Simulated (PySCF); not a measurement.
# Where the electron goes

H9N3OSi3.
Structure used (PBE0-D3(BJ)/def2-SVP), in Å, numbered top down from 1:
```
atom  x, y, z in Å
O1    -2.5838   -1.1998   -1.0668
Si2   -1.4257   -0.9058    0.0920
N3     0.0895   -1.6316   -0.3324
Si4    1.7017   -0.9861   -0.3042
N5     1.6139    0.5784    0.4417
Si6    0.3041    1.7146    0.4773
N7    -1.1519    0.7996    0.2447
H8    -2.3584   -0.8950   -1.9517
H9    -2.0370   -1.5191    1.2986
H10    0.0039   -2.5873   -0.6719
H11    2.6440   -1.8201    0.5084
H12    2.2549   -0.9541   -1.6974
H13    2.3980    0.8078    1.0446
H14    0.3771    2.7727   -0.5827
H15    0.3717    2.4301    1.7923
H16   -2.0045    1.3486    0.1582
```

Computed, not measured: TDDFT wB97X-D/def2-SVPD, vertical, gas phase, core orbitals frozen in the response (PySCF 2.14.0, density-fitted response routines).

Kohn–Sham orbitals with the atoms that hold most of them (Löwdin shares over 4%, at most four atoms; ? is withheld):

| orbital | ε (eV) | atoms |
| --- | --- | --- |
| LUMO+2 | 2.38 | Si6 18%, Si4 15%, H16 9%, H10 9% |
| LUMO+1 | 1.93 | Si6 16%, Si4 16%, H13 10%, N5 8% |
| LUMO | ? | ? |
| HOMO | -9.29 | ? |
| HOMO-1 | -9.37 | N3 37%, N7 22%, Si4 9%, H11 5% |
| HOMO-2 | -9.79 | N5 31%, N7 21%, N3 16%, Si2 7% |
| HOMO-3 | -11.25 | O1 59%, N7 8%, Si2 6%, N3 5% |

Question: Which atoms hold the LUMO, and with what shares?

Answer: Si2 (bonded to 2 N, O and H) 19%; Si4 (bonded to 2 N and 2 H) 17%; Si6 (bonded to 2 N and 2 H) 17%; O1 (bonded to Si and H) 9%. By element: silicon 53%, oxygen 9%.

Question: Give the leading atoms of the HOMO.

Answer: N5 (bonded to 2 Si and H) 25%; N7 (bonded to 2 Si and H) 13%; Si6 (bonded to 2 N and 2 H) 13%; H14 (bonded to Si) 10%. By element: nitrogen 39% or more, silicon 13% or more, hydrogen 10% or more.

Question: What is the LUMO energy, and the HOMO–LUMO gap?

Answer: ε(LUMO) = 1.72 eV; the gap is 11.00 eV (0.4044 hartree).

Question: The HOMO–LUMO gap is 11.00 eV. Where does the response calculation put the lowest singlet, and from which orbitals?

Answer: S1 is at 6.63 eV (f = 0.0062), 4.38 eV below the gap, made of HOMO→LUMO+1 (57%), HOMO→LUMO (19%), HOMO-2→LUMO+1 (9%). Its leading pair isn't HOMO and LUMO; the energies of that pair differ by 11.21 eV. Without the coupling terms of the response equations the lowest excitation would equal the gap.

Next come S2 at 6.79 eV (f 0.0024), HOMO-1→LUMO (44%), HOMO→LUMO+2 (18%), HOMO-1→LUMO+1 (16%); S3 at 6.88 eV (f 0.0048), HOMO→LUMO (39%), HOMO-1→LUMO+2 (27%), HOMO→LUMO+1 (8%); S4 at 7.02 eV (f 0.0015), HOMO-1→LUMO+1 (48%), HOMO-1→LUMO (30%); S5 at 7.33 eV (f 0.0053), HOMO-2→LUMO (60%), HOMO→LUMO+1 (8%).

Löwdin shares depend on the basis, the more so with diffuse functions.

One conformer stands for the species.
